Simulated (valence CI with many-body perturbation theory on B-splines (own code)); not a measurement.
## E1 line list for Ag³⁹⁺

Calculated by relativistic CI+MBPT: six valence electrons over a frozen Dirac-Fock core [He], a basis of 9 s, 9 p, 8 d, 6 f, 3 g, 1 h functions for each j, with the one-electron correlation potential Σ1 (screened to all orders), the two-electron term Σ2, the three-electron term Σ3, Breit, model QED; selected single and double excitations, second order for the rest, scaled by the run's own slope (own B-spline code, finite nucleus).

No measured spectrum was set against this ion. As an estimate, large intervals hold to a few tenths of a per cent, small ones and those within an open d or f shell to about a per cent. Among the levels kept, up to 2200 cm⁻¹ of a level comes from second order outside the variational space, and about a tenth of that is noise between levels of different J, which matters for small intervals.

Lines 101 to 150 of 224 in falling wavelength, among levels below 29844 × 10³ cm⁻¹, chosen from the strongest by gf and those to the six lowest levels. Wavelengths and rates use the calculated energies. Electric multipoles are in the length gauge with retardation, E1 and E2 with the static RPA response of the core. Weak lines are less certain than strong ones. Lines between different terms over intervals too small for the method are left out, as are lines whose strength nearly cancels. The highest levels of a list are the least certain.

Levels are named by their leading jj configuration (3d3/2^4 stands for four electrons in 3d with j = 3/2), which in mixed levels can hold well under half, so a name can repeat and another be missing. Letters in brackets count levels of one name in rising energy.

```tsv
λ vac (nm)	Upper	Lower	A (s⁻¹)	S (a.u.) with core polarisation	S without
2.137	(2s 2p1/2 2p3/2^4) J=1	(2s^2 2p1/2^2 2p3/2^2) J=0	2.04e+09	2.94e-05	2.95e-05
2.029	(2s 2p1/2 2p3/2^4) J=1	(2s^2 2p1/2^2 2p3/2^2) J=2	3.29e+10	4.07e-04	4.08e-04
0.4258	(2s^2 2p1/2^2 2p3/2 3s) J=1	(2s^2 2p3/2^4) J=0	1.16e+08	1.33e-08	1.33e-08
0.4192	(2s^2 2p1/2^2 2p3/2 3p1/2) J=1	(2s 2p1/2^2 2p3/2^3) J=2	4.93e+10	5.38e-06	5.37e-06
0.4190	(2s^2 2p1/2^2 2p3/2 3p1/2) J=2	(2s 2p1/2^2 2p3/2^3) J=2	4.83e+09	8.77e-07	8.80e-07
0.4121	(2s^2 2p1/2^2 2p3/2 3p3/2) J=3	(2s 2p1/2^2 2p3/2^3) J=2	4.17e+10	1.01e-05	1.01e-05
0.4120	(2s^2 2p1/2^2 2p3/2 3p3/2) J=1	(2s 2p1/2^2 2p3/2^3) J=2	7.06e+10	7.31e-06	7.29e-06
0.4100	(2s^2 2p1/2^2 2p3/2 3p3/2) J=2	(2s 2p1/2^2 2p3/2^3) J=2	5.22e+10	8.88e-06	8.87e-06
0.4026	(2s^2 2p1/2 2p3/2^2 3s) J=1 [a]	(2s^2 2p3/2^4) J=0	1.38e+10	1.34e-06	1.33e-06
0.4005	(2s^2 2p1/2^2 2p3/2 3s) J=2	(2s^2 2p1/2 2p3/2^3) J=2	1.71e+10	2.71e-06	2.70e-06
0.4003	(2s^2 2p1/2^2 2p3/2 3d3/2) J=1	(2s^2 2p3/2^4) J=0	2.79e+08	2.65e-08	2.65e-08
0.3997	(2s^2 2p1/2^2 2p3/2 3s) J=1	(2s^2 2p1/2 2p3/2^3) J=2	9.74e+09	9.21e-07	9.21e-07
0.3985	(2s^2 2p1/2^2 2p3/2 3s) J=2	(2s^2 2p1/2 2p3/2^3) J=1	1.11e+09	1.73e-07	1.74e-07
0.3977	(2s^2 2p1/2^2 2p3/2 3s) J=1	(2s^2 2p1/2 2p3/2^3) J=1	7.00e+10	6.52e-06	6.50e-06
0.3976	(2s^2 2p1/2 2p3/2^2 3s) J=1 [b]	(2s^2 2p3/2^4) J=0	3.59e+10	3.34e-06	3.34e-06
0.3970	(2s^2 2p1/2 2p3/2^2 3p1/2) J=1 [a]	(2s 2p1/2^2 2p3/2^3) J=2	1.48e+10	1.37e-06	1.37e-06
0.3961	(2s^2 2p1/2 2p3/2^2 3p1/2) J=2 [a]	(2s 2p1/2^2 2p3/2^3) J=2	1.54e+09	2.37e-07	2.35e-07
0.3961	(2s^2 2p1/2^2 2p3/2 3d5/2) J=1	(2s^2 2p3/2^4) J=0	1.23e+09	1.13e-07	1.13e-07
0.3944	(2s^2 2p1/2 2p3/2^2 3p1/2) J=3	(2s 2p1/2^2 2p3/2^3) J=2	1.85e+10	3.92e-06	3.90e-06
0.3921	(2s^2 2p1/2 2p3/2^2 3p1/2) J=2 [b]	(2s 2p1/2^2 2p3/2^3) J=2	3.52e+11	5.23e-05	5.22e-05
0.3916	(2s^2 2p1/2 2p3/2^2 3p1/2) J=1 [b]	(2s 2p1/2^2 2p3/2^3) J=2	6.27e+09	5.58e-07	5.56e-07
0.3905	(2s^2 2p1/2 2p3/2^2 3p3/2) J=3 [a]	(2s 2p1/2^2 2p3/2^3) J=2	9.79e+10	2.01e-05	2.01e-05
0.3904	(2s^2 2p1/2 2p3/2^2 3p3/2) J=2 [a]	(2s 2p1/2^2 2p3/2^3) J=2	1.10e+11	1.62e-05	1.61e-05
0.3887	(2s^2 2p1/2 2p3/2^2 3p3/2) J=1 [a]	(2s 2p1/2^2 2p3/2^3) J=2	8.54e+09	7.43e-07	7.45e-07
0.3883	(2s^2 2p1/2 2p3/2^2 3p3/2) J=3 [b]	(2s 2p1/2^2 2p3/2^3) J=2	5.93e+10	1.20e-05	1.19e-05
0.3865	(2s^2 2p1/2 2p3/2^2 3p3/2) J=1 [b]	(2s 2p1/2^2 2p3/2^3) J=2	2.73e+11	2.33e-05	2.33e-05
0.3854	(2s^2 2p1/2 2p3/2^2 3p3/2) J=2 [b]	(2s 2p1/2^2 2p3/2^3) J=2	6.59e+11	9.31e-05	9.30e-05
0.3846	(2s^2 2p1/2 2p3/2^2 3p3/2) J=1 [c]	(2s 2p1/2^2 2p3/2^3) J=2	7.24e+11	6.10e-05	6.08e-05
0.3842	(2s^2 2p1/2 2p3/2^2 3p3/2) J=2 [c]	(2s 2p1/2^2 2p3/2^3) J=2	6.11e+11	8.55e-05	8.53e-05
0.3820	(2s 2p1/2^2 2p3/2^2 3s) J=3	(2s 2p1/2^2 2p3/2^3) J=2	3.31e+12	6.38e-04	6.36e-04
0.3802	(2s^2 2p1/2 2p3/2^2 3d3/2) J=1 [a]	(2s^2 2p3/2^4) J=0	1.51e+11	1.23e-05	1.23e-05
0.3801	(2s 2p1/2^2 2p3/2^2 3s) J=2	(2s 2p1/2^2 2p3/2^3) J=2	2.36e+13	3.19e-03	3.18e-03
0.3800	(2s^2 2p1/2 2p3/2^2 3s) J=2 [a]	(2s^2 2p1/2 2p3/2^3) J=2	1.36e+12	1.84e-04	1.83e-04
0.3797	(2s^2 2p1/2^2 2p3/2 3s) J=1	(2s^2 2p1/2^2 2p3/2^2) J=0	9.42e+12	7.63e-04	7.62e-04
0.3792	(2s^2 2p1/2 2p3/2^2 3s) J=1 [a]	(2s^2 2p1/2 2p3/2^3) J=2	4.44e+12	3.58e-04	3.57e-04
0.3782	(2s^2 2p1/2 2p3/2^2 3s) J=2 [a]	(2s^2 2p1/2 2p3/2^3) J=1	3.26e+12	4.35e-04	4.34e-04
0.3779	(2s^2 2p1/2 2p3/2^2 3s) J=3	(2s^2 2p1/2 2p3/2^3) J=2	3.78e+12	7.05e-04	7.03e-04
0.3779	(2s^2 2p1/2^2 2p3/2 3d3/2) J=2	(2s^2 2p1/2 2p3/2^3) J=2	3.10e+11	4.12e-05	4.10e-05
0.3775	(2s^2 2p1/2 2p3/2^2 3d5/2) J=1 [a]	(2s^2 2p3/2^4) J=0	7.51e+11	5.98e-05	5.97e-05
0.3774	(2s^2 2p1/2 2p3/2^2 3s) J=1 [a]	(2s^2 2p1/2 2p3/2^3) J=1	2.42e+13	1.93e-03	1.93e-03
0.3774	(2s^2 2p1/2^2 2p3/2 3d3/2) J=3	(2s^2 2p1/2 2p3/2^3) J=2	3.95e+11	7.34e-05	7.33e-05
0.3773	(2s^2 2p1/2 2p3/2^2 3s) J=2 [b]	(2s^2 2p1/2 2p3/2^3) J=2	2.51e+13	3.32e-03	3.31e-03
0.3771	(2s^2 2p1/2^2 2p3/2 3d3/2) J=1	(2s^2 2p1/2 2p3/2^3) J=2	2.12e+11	1.69e-05	1.69e-05
0.3770	(2s^2 2p3/2^3 3s) J=1	(2s^2 2p3/2^4) J=0	1.63e+13	1.30e-03	1.29e-03
0.3769	(2s^2 2p1/2^2 2p3/2 3s) J=2	(2s^2 2p1/2^2 2p3/2^2) J=2	1.24e+13	1.64e-03	1.63e-03
0.3762	(2s^2 2p1/2 2p3/2^2 3d3/2) J=1 [b]	(2s^2 2p3/2^4) J=0	1.25e+12	9.84e-05	9.82e-05
0.3762	(2s^2 2p1/2^2 2p3/2 3s) J=1	(2s^2 2p1/2^2 2p3/2^2) J=2	2.37e+13	1.87e-03	1.86e-03
0.3761	(2s^2 2p1/2^2 2p3/2 3d3/2) J=2	(2s^2 2p1/2 2p3/2^3) J=1	1.32e+11	1.73e-05	1.73e-05
0.3755	(2s^2 2p1/2 2p3/2^2 3s) J=2 [b]	(2s^2 2p1/2 2p3/2^3) J=1	4.26e+12	5.57e-04	5.56e-04
0.3754	(2s^2 2p1/2^2 2p3/2 3d3/2) J=1	(2s^2 2p1/2 2p3/2^3) J=1	7.24e+10	5.67e-06	5.67e-06
```
